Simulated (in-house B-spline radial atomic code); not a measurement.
A calculation on Ca²⁺: its settings, and results tabulated from the run. Level of theory: Dirac-Hartree-Fock, average of configuration, Fermi nucleus of rms radius 3.4776 fm, inside a hard spherical wall at 7.67 bohr; calculated with a B-spline radial code for spherical atoms.

Command:
```bash
python run_scf.py task.json out
```
Settings (nuclear radius in fm, mass in u):
```
Z                20
configuration    [Ne] 3s2 3p6
hamiltonian      dirac
method           hf
spin_polarised   False
nucleus          fermi
rms_radius       3.4776
atomic_mass      39.96259
speed_of_light   137.035999084
wall_radius      7.67
```

Output (hartree, bohr):
```
 radial grid: 66 intervals, B-splines of order 8, outer radius 7.67 bohr

 iter        energy (Eh)    residual
    1       -674.5977397    3.28e-01
    2       -678.7831374    1.14e-01
    3       -679.0561021    4.29e-02
    4       -679.0962516    1.85e-02
    5       -679.1036348    3.85e-03
    6       -679.1039431    2.02e-04
    7       -679.1039449    3.17e-05
    8       -679.1039450    1.21e-06
    9       -679.1039450    6.39e-08

 total energy                     -679.103945
 kinetic                            685.06417
 electron-nucleus                 -1604.80999
 electron-electron                  240.64188

 first-order corrections (not in the total)
   Gaunt                            0.20779
   retardation                     -0.01678
   frequency dependence            -0.00028
   self-energy                      0.13572
   Uehling                         -0.00997
   Wichmann-Kroll                   0.00004

 orbital      occ     eigenvalue          <r>       <r^2>       <1/r>       <r^4>       r_max    small
 1s1/2      2.000     -150.71744    0.0767682   0.0079271     19.7482 0.000162482      0.0503  5.11e-03
 2s1/2      2.000      -17.51578     0.360977    0.154153     4.08847   0.0419705      0.2987  8.71e-04
 2p1/2      2.000      -14.28280     0.324329    0.129866     3.98802    0.034796      0.2455  8.38e-04
 2p3/2      4.000      -14.14362     0.326756    0.131677     3.94751   0.0356904      0.2475  8.31e-04
 3s1/2      2.000       -2.79675      1.15356     1.53015     1.19744     3.76412      0.9915  1.59e-04
 3p1/2      2.000       -1.88735      1.25819     1.85313     1.07273     5.88911       1.046  1.33e-04
 3p3/2      4.000       -1.87185      1.26522     1.87364     1.06518     6.01788       1.051  1.32e-04
```

Run time, properties included: 0.79 s on 1 thread of Arm Neoverse N1, on a shared host.

For the Dirac Hamiltonian the kinetic term is c α·p + (β - 1)c².
